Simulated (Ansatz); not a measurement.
How methods differ on InF (SMILES [F][In])

InF has 2 atoms, charge 0, and is taken as a singlet. SMILES: `[F][In]`. Geometry: relaxed at PBE0-D4/def2-TZVP.

```jsonl
{"atom": "F", "x (Å)": "0.0000", "y (Å)": "0.0000", "z (Å)": "0.0159"}
{"atom": "In", "x (Å)": "0.0000", "y (Å)": "0.0000", "z (Å)": "2.0096"}
```

Each level gives the energy change with the F1–In2 bond stretched from 1.994 to 4.051 Å (eV). The values are calculated.

```tsv
level	kind	program	value (eV)	less FCI/STO-3G
HF/STO-3G (restricted)	Hartree–Fock	Ansatz	8.50	+4.19
revPBE/STO-3G (restricted)	GGA	Ansatz	6.35	+2.04
BHLYP/STO-3G (restricted)	global hybrid	Ansatz	7.69	+3.38
wB97M-V/STO-3G (restricted)	range-separated hybrid	Ansatz	7.93	+3.62
wB97X/STO-3G (restricted)	range-separated hybrid	Ansatz	7.91	+3.60
B2PLYP/STO-3G (restricted)	double hybrid	Ansatz	5.76	+1.45
MP2/STO-3G (restricted)	perturbation theory	Ansatz	5.32	+1.01
BCCD(T)/STO-3G (restricted)	coupled cluster or CI	Ansatz	4.28	-0.03
FCI/STO-3G	exact in the basis	Ansatz	4.31	0.00
```

FCI/STO-3G is exact within its basis and frozen core, so for wave-function methods in that basis the difference is their error; functionals converge differently with the basis, so for them it is only a difference. Spin-restricted single references rise too steeply as a bond breaks, Hartree–Fock most of all. Perturbation and coupled-cluster corrections on them can overshoot downwards. All-electron rows without a relativistic Hamiltonian named are non-relativistic. The first shape isn't each level's own minimum. The values span 4.28 to 8.50 eV. All rows use very small basis sets, so even the best lies far from the true value. In the correlated wave-function rows the outer d shell of In is correlated, in sets not made for it.
